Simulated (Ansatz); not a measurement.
Me2Se2 (C₂H₆Se₂), relaxed as a singlet with RKS r2SCAN-D4/def2-SVP in Ansatz, starting from the GFN2-xTB geometry. Force threshold 0.02 eV/Å.

Start:

```xyz
10

C     1.1179   -0.2543    1.6808
Se   -0.2464    1.1060    1.2606
Se   -1.6889   -0.1303   -0.0218
C    -0.9120    0.1509   -1.8126
H     1.6868   -0.4906    0.7851
H     0.6257   -1.1421    2.0673
H     1.7716    0.1713    2.4362
H    -0.7983    1.2167   -1.9870
H    -1.6052   -0.2752   -2.5311
H     0.0489   -0.3524   -1.8776
```

Question: Estimate the energy that the relaxation releases and the steps that it takes.

Answer: 0.03 eV, in 5 steps; 2.7 s on 4 threads of AMD EPYC 9R45 on a shared host. No frequencies were taken in this run, so the end may be a saddle point.

Question: Does the start keep its bonding and symmetry?

Answer: By distances, no bond broke or formed. The bond that changes most is Se2–Se3, from 2.29 to 2.32 Å (atoms count from 1). Point group C2 at the start, C2 at the end, both within 0.05 Å.

Question: Predict the relaxed structure.

Answer: 
```csv
atom,x (Å),y (Å),z (Å)
C1,1.1043,-0.2687,1.6767
Se2,-0.2589,1.0926,1.3069
Se3,-1.7191,-0.1084,-0.0449
C4,-0.9010,0.1678,-1.8065
H5,1.6254,-0.5592,0.7548
H6,0.6418,-1.1432,2.1523
H7,1.8200,0.1975,2.3714
H8,-0.8447,1.2409,-2.0303
H9,-1.5639,-0.3292,-2.5314
H10,0.0962,-0.2899,-1.8490
```
Bond lengths: 2 × C–Se 1.96 Å; 1 × Se–Se 2.32 Å; 6 × C–H 1.10 Å.
